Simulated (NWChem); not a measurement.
All runs are NWChem calculations. System: Cl4Zr, charge 0, spin multiplicity 1, at a geometry optimised with PBE0/def2-SVP with def2 effective core potentials on Zr. The structure started from a generated list of species. Level: G0W0@LDA (SVWN5)/def2-TZVP with def2 effective core potentials on Zr, RI basis def2-tzvp-rifit, no spin-orbit coupling.

Input file:

```
start mol
memory heap 200 mb stack 700 mb global 1700 mb
geometry units angstroms nocenter noautoz
  Zr     0.000000     0.000000    -0.000004
  Cl     0.000000    -1.896722     1.341221
  Cl     0.000000     1.896722     1.341221
  Cl     1.896735     0.000000    -1.341216
  Cl    -1.896735     0.000000    -1.341216
  symmetry group C2v
end
basis spherical
  * library def2-tzvp
end
ecp
  Zr library def2-ecp
end
basis "ri basis" bse spherical
  * library def2-tzvp-rifit
end
dft
  xc slater vwn_5
  iterations 100
  direct
  tolerances tight
end
task dft energy
gw
  method cdgw
  states alpha occ 4 vir 2
end
task dft gw
```

Part of the output:

```
             Northwest Computational Chemistry Package (NWChem) 7.3.0
             --------------------------------------------------------

                                NWChem Input Module
                                -------------------

 Scaling coordinates for geometry "geometry" by  1.889725989
 (inverse scale =  0.529177249)

 Turning off AUTOSYM since
 SYMMETRY directive was detected!

                             Geometry "geometry" -> ""
                             -------------------------

 Output coordinates in angstroms (scale by  1.889725989 to convert to a.u.)

  No.       Tag          Charge          X              Y              Z
 ---- ---------------- ---------- -------------- -------------- --------------
    1 Zr                  40.0000     0.00000000     0.00000000    -0.00000400
    2 Cl                  17.0000     0.00000000    -1.89672200     1.34122100
    3 Cl                  17.0000     0.00000000     1.89672200     1.34122100
    4 Cl                  17.0000     1.89673500     0.00000000    -1.34121600
    5 Cl                  17.0000    -1.89673500     0.00000000    -1.34121600

 Effective nuclear repulsion energy (a.u.)     861.4934500760

            Nuclear Dipole moment (a.u.)
            ----------------------------
        X                 Y               Z
 ---------------- ---------------- ----------------
     0.0000000000     0.0000000000     0.0000188973

      Symmetry information
      --------------------

 Group name             C2v
 Group number             16
 Group order               4
 No. of unique centers     3

      Symmetry unique atoms

     1    2    4


 Summary of "ao basis" -> "" (spherical)
 ------------------------------------------------------------------------------
       Tag                 Description            Shells   Functions and Types
 ---------------- ------------------------------  ------  ---------------------
 *                         def2-tzvp                  on all atoms

 Summary of "ri basis" -> "" (spherical)
 ------------------------------------------------------------------------------
       Tag                 Description            Shells   Functions and Types
 ---------------- ------------------------------  ------  ---------------------
 *                      def2-tzvp-rifit               on all atoms

                                 NWChem DFT Module
                                 -----------------

 Summary of "ao basis" -> "ao basis" (spherical)
 ------------------------------------------------------------------------------
       Tag                 Description            Shells   Functions and Types
 ---------------- ------------------------------  ------  ---------------------
 Zr                        def2-tzvp                14       40   6s4p3d1f
 Cl                        def2-tzvp                13       37   5s5p2d1f

 Summary of "ao basis" -> "ao basis" (spherical)
 ------------------------------------------------------------------------------
       Tag                 Description            Shells   Functions and Types
 ---------------- ------------------------------  ------  ---------------------
 Zr                        def2-tzvp                14       40   6s4p3d1f
 Cl                        def2-tzvp                13       37   5s5p2d1f

      Symmetry analysis of basis
      --------------------------

        a1         68
        a2         28
        b1         46
        b2         46

            General Information
            -------------------
          SCF calculation type: DFT
          Wavefunction type:  closed shell.
          No. of atoms     :     5
          No. of electrons :    80
           Alpha electrons :    40
            Beta electrons :    40
          Charge           :     0
          Spin multiplicity:     1
          Use of symmetry is: on ; symmetry adaption is: on
          Maximum number of iterations: 100
          This is a Direct SCF calculation.
          AO basis - number of functions:   188
                     number of shells:    66
          Convergence on energy requested:  1.00D-06
          Convergence on density requested:  1.00D-05
          Convergence on gradient requested:  5.00D-04

              XC Information
              --------------
                        Slater Exchange Functional  1.000 local
                      VWN V Correlation Functional  1.000 local

             Grid Information
             ----------------
          Grid used for XC integration:  medium
          Radial quadrature: Mura-Knowles
          Angular quadrature: Lebedev.
          Tag              B.-S. Rad. Rad. Pts. Rad. Cut. Ang. Pts.
          ---              ---------- --------- --------- ---------
          Zr                  1.55      123          10.0       590
          Cl                  1.00       88          11.0       590
          Grid pruning is: on
          Number of quadrature shells:   299
          Spatial weights used:  Erf1

          Convergence Information
          -----------------------
          Convergence aids based upon iterative change in
          total energy or number of iterations.
          Levelshifting, if invoked, occurs when the
          HOMO/LUMO gap drops below (HL_TOL):  1.00D-02
          DIIS, if invoked, will attempt to extrapolate
          using up to (NFOCK): 10 stored Fock matrices.

                    Damping( 0%)  Levelshifting(0.5)       DIIS
                  --------------- ------------------- ---------------
          dE  on:    start            ASAP                start
          dE off:    2 iters        100 iters           100 iters
[...]
      Symmetry analysis of molecular orbitals - initial
      -------------------------------------------------

  Numbering of irreducible representations:

     1 a1          2 a2          3 b1          4 b2

  Orbital symmetries:

     1 a1          2 b2          3 a1          4 b1          5 a1
     6 b2          7 a1          8 b1          9 a1         10 b2
    11 a1         12 b1         13 a2         14 a1         15 b1
    16 a1         17 b2         18 b2         19 a2         20 b1
    21 a1         22 a1         23 b2         24 b1         25 a1
    26 b2         27 b1         28 a1         29 a1         30 a1
    31 a2         32 b1         33 b2         34 a1         35 a1
    36 b2         37 b1         38 a2         39 b1         40 b2
    41 a1         42 a2         43 a1         44 a1         45 b2
    46 b1         47 b1         48 a1         49 b2         50 a1

   convergence    iter        energy       DeltaE   RMS-Dens  Diis-err    time
 ---------------- ----- ----------------- --------- --------- ---------  ------
 d= 0,ls=0.0,diis     1  -1881.9199436670 -2.31D+03  1.90D-02  4.75D+00     7.0
 d= 0,ls=0.0,diis     2  -1875.8806600461  6.04D+00  1.61D-02  5.53D+01    12.0
 d= 0,ls=0.0,diis     3  -1882.2121715045 -6.33D+00  1.20D-03  6.72D-02    16.7
 d= 0,ls=0.0,diis     4  -1882.2191009912 -6.93D-03  3.74D-04  1.57D-02    21.0
 d= 0,ls=0.0,diis     5  -1882.2212159912 -2.11D-03  7.05D-05  3.56D-04    25.2
 d= 0,ls=0.0,diis     6  -1882.2212427816 -2.68D-05  1.23D-05  8.19D-06    29.7
 d= 0,ls=0.0,diis     7  -1882.2212436017 -8.20D-07  3.08D-06  2.25D-06    34.5

         Total DFT energy =    -1882.221243601667
      One electron energy =    -3473.533439370100
           Coulomb energy =     1276.420863495059
    Exchange-Corr. energy =     -112.877385395970
 Nuclear repulsion energy =      427.768717669344

 Numeric. integr. density =       80.000000048861

     Total iterative time =     32.5s

                  Occupations of the irreducible representations
                  ----------------------------------------------

                     irrep           alpha         beta
                     --------     --------     --------
                     a1               16.0         16.0
                     a2                4.0          4.0
                     b1               10.0         10.0
                     b2               10.0         10.0

                       DFT Final Molecular Orbital Analysis
                       ------------------------------------

 Vector   38  Occ=2.000000D+00  E=-3.124270D-01  Symmetry=a2
              MO Center=  4.7D-15, -4.3D-15, -4.1D-06, r^2= 6.5D+00
   Bfn.  Coefficient  Atom+Function         Bfn.  Coefficient  Atom+Function
  ----- ------------  ---------------      ----- ------------  ---------------
    55      0.274028  2 Cl px                92     -0.274028  3 Cl px
   130      0.274029  4 Cl py               167     -0.274029  5 Cl py
    58      0.185538  2 Cl px                95     -0.185538  3 Cl px
   133      0.185539  4 Cl py               170     -0.185539  5 Cl py
    52      0.132705  2 Cl px                89     -0.132705  3 Cl px

 Vector   39  Occ=2.000000D+00  E=-3.124266D-01  Symmetry=b1
              MO Center=  7.7D-14, -2.9D-14, -6.6D-01, r^2= 6.0D+00
   Bfn.  Coefficient  Atom+Function         Bfn.  Coefficient  Atom+Function
  ----- ------------  ---------------      ----- ------------  ---------------
   131      0.274029  4 Cl pz               168     -0.274029  5 Cl pz
    55     -0.193761  2 Cl px                92     -0.193761  3 Cl px
   129      0.193774  4 Cl px               166      0.193774  5 Cl px
   134      0.185539  4 Cl pz               171     -0.185539  5 Cl pz
   128      0.132705  4 Cl pz               165     -0.132705  5 Cl pz

 Vector   40  Occ=2.000000D+00  E=-3.124265D-01  Symmetry=b2
              MO Center=  3.2D-14, -7.5D-14,  6.6D-01, r^2= 6.0D+00
   Bfn.  Coefficient  Atom+Function         Bfn.  Coefficient  Atom+Function
  ----- ------------  ---------------      ----- ------------  ---------------
    57      0.274025  2 Cl pz                94     -0.274025  3 Cl pz
    56      0.193778  2 Cl py                93      0.193778  3 Cl py
   130     -0.193763  4 Cl py               167     -0.193763  5 Cl py
    60      0.185536  2 Cl pz                97     -0.185536  3 Cl pz
    54      0.132703  2 Cl pz                91     -0.132703  3 Cl pz

 Vector   41  Occ=0.000000D+00  E=-1.361121D-01  Symmetry=a2
              MO Center= -3.6D-14,  8.0D-15, -2.9D-06, r^2= 2.9D+00
   Bfn.  Coefficient  Atom+Function         Bfn.  Coefficient  Atom+Function
  ----- ------------  ---------------      ----- ------------  ---------------
    19      0.577838  1 Zr d -2              24      0.438127  1 Zr d -2
    58      0.166109  2 Cl px                95     -0.166109  3 Cl px
   133     -0.166110  4 Cl py               170      0.166110  5 Cl py
    29      0.149504  1 Zr d -2              55      0.128282  2 Cl px
    92     -0.128282  3 Cl px               130     -0.128283  4 Cl py

 Vector   42  Occ=0.000000D+00  E=-1.361112D-01  Symmetry=a1
              MO Center= -9.3D-15,  2.5D-14,  2.3D-06, r^2= 2.9D+00
   Bfn.  Coefficient  Atom+Function         Bfn.  Coefficient  Atom+Function
  ----- ------------  ---------------      ----- ------------  ---------------
    21      0.577838  1 Zr d  0              26      0.438128  1 Zr d  0
    31      0.149503  1 Zr d  0              60     -0.135628  2 Cl pz
    97     -0.135628  3 Cl pz               134      0.135626  4 Cl pz
   171      0.135626  5 Cl pz                57     -0.104743  2 Cl pz
    94     -0.104743  3 Cl pz               131      0.104742  4 Cl pz

 Vector   43  Occ=0.000000D+00  E=-1.044101D-01  Symmetry=a1
              MO Center= -2.1D-10,  7.4D-11, -1.2D-05, r^2= 3.5D+00
   Bfn.  Coefficient  Atom+Function         Bfn.  Coefficient  Atom+Function
  ----- ------------  ---------------      ----- ------------  ---------------
    23      0.533726  1 Zr d  2              28      0.385642  1 Zr d  2
    15      0.373885  1 Zr pz                33      0.177928  1 Zr d  2
    60     -0.177351  2 Cl pz                97     -0.177351  3 Cl pz
   134     -0.177353  4 Cl pz               171     -0.177353  5 Cl pz
     9     -0.167283  1 Zr pz                57     -0.134224  2 Cl pz

 center of mass
 --------------
 x =   0.00000000 y =   0.00000000 z =  -0.00000008

 moments of inertia (a.u.)
 ------------------
        1797.037863640316           0.000000000000           0.000000000000
           0.000000000000        1797.050180146670           0.000000000000
           0.000000000000           0.000000000000        1797.005278670360

     Multipole analysis of the density
     ---------------------------------

     L   x y z        total         alpha         beta         nuclear
     -   - - -        -----         -----         ----         -------
     0   0 0 0     -0.000000    -40.000000    -40.000000     80.000000

     1   1 0 0     -0.000000     -0.000000     -0.000000      0.000000
     1   0 1 0      0.000000      0.000000      0.000000      0.000000
     1   0 0 1     -0.000001     -0.000116     -0.000116      0.000231

     2   2 0 0    -55.704005   -246.255661   -246.255661    436.807317
     2   1 1 0     -0.000000     -0.000000     -0.000000      0.000000
     2   1 0 1     -0.000000     -0.000000     -0.000000      0.000000
     2   0 2 0    -55.703899   -246.252614   -246.252614    436.801330
     2   0 1 1     -0.000000     -0.000000     -0.000000      0.000000
     2   0 0 2    -55.704076   -246.263617   -246.263617    436.823158

 Task  times  cpu:       34.6s     wall:       34.6s

                                NWChem Input Module
                                -------------------

                                 NWChem GW Module
                                 ----------------

                             ***********************
                             ***        GW       ***
                             ***********************

 Summary of "ri basis" -> "ri basis" (spherical)
 ------------------------------------------------------------------------------
       Tag                 Description            Shells   Functions and Types
 ---------------- ------------------------------  ------  ---------------------
 Zr                     def2-tzvp-rifit             31      143   8s7p6d5f3g2h
 Cl                     def2-tzvp-rifit             29      113   9s7p6d5f2g

                 Memory Information
                 ------------------
          Available GA per process is          1699.7 MBs
          Available stack per process is        700.0 MBs
          Available heap per process is           0.0 MBs

          Peak memory in Initialization
              Peak GA per process is                 38.6 MBs
              Peak stack per process is               0.3 MBs
              Peak heap per process is               40.0 MBs
              Memory not in MA per process            0.0 MBs

          Peak memory in CDGW Calculation
              Peak GA per process is                 44.4 MBs
              Peak stack per process is               5.4 MBs
              Peak heap per process is                5.1 MBs
              Memory not in MA per process            0.0 MBs

          Computing 2-center integrals
          Computing Inverse Cholesky factor
          Computing 3-center integrals
          Computing Vxc

          Computing Sigma_x
          Computing W(iw) on the imaginary grid
          Solving quasiparticle equations

                  Alpha Orbitals
          State     Energy (eV)     Error (eV)
          -----------------------------------
@GW        37        -11.450           0.002
@GW        38        -10.958           0.002
@GW        39        -10.960           0.005
@GW        40        -10.955           0.002
@GW        41         -0.642           0.002
@GW        42         -0.642           0.002

     GW Timing Statistics
   ------------------------
   Init.   :          0.3s
     ERIs  :          7.9s
     Distr.:          0.2s
     Vxc   :          0.3s
   Vmo     :          0.0s
   iW      :         19.7s
   I_n     :          0.0s
   R_n     :          5.0s
   GW total:         33.5s

 Task  times  cpu:       33.5s     wall:       33.5s

 Total times  cpu:       68.2s     wall:       68.2s
```
